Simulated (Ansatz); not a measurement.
C₃H₇GaSi at its PBE0-D4/def2-TZVP geometry, where that method's forces vanish. The species carries charge 0 and has multiplicity 1. The bonds changed during the relaxation, so this is another structure than the one it started from.

```xyz
12

C     0.0677    1.7756   -0.0641
C    -0.1163    0.4629   -0.1265
C    -0.4687   -0.5501   -1.1671
Si   -0.8178   -1.0727    0.5976
Ga    1.8597    0.0680    1.6483
H     0.1862    2.3757   -0.9637
H     0.1144    2.2969    0.8868
H    -1.2417   -0.2907   -1.8874
H     0.3782   -1.0811   -1.5981
H    -2.1897   -0.9987    1.1415
H     0.0568   -2.0829    1.2328
H     2.1711   -0.9029    0.2998
```

What forces (eV/Å) does PBE-D4/def2-TZVPP give on these atoms in the Gaussian-basis code of Ansatz? (Estimate.)

Ansatz gave: 
```
C1   0.032  0.382  0.058
C2   0.069 -0.355 -0.089
C3   0.009  0.045 -0.101
Si4 -0.035 -0.151  0.239
Ga5 -0.037  0.079  0.142
H6   0.030  0.135 -0.185
H7   0.008  0.126  0.196
H8  -0.165  0.046 -0.162
H9   0.143 -0.127 -0.086
H10 -0.164  0.013  0.052
H11  0.103 -0.116  0.062
H12  0.004 -0.077 -0.127
```
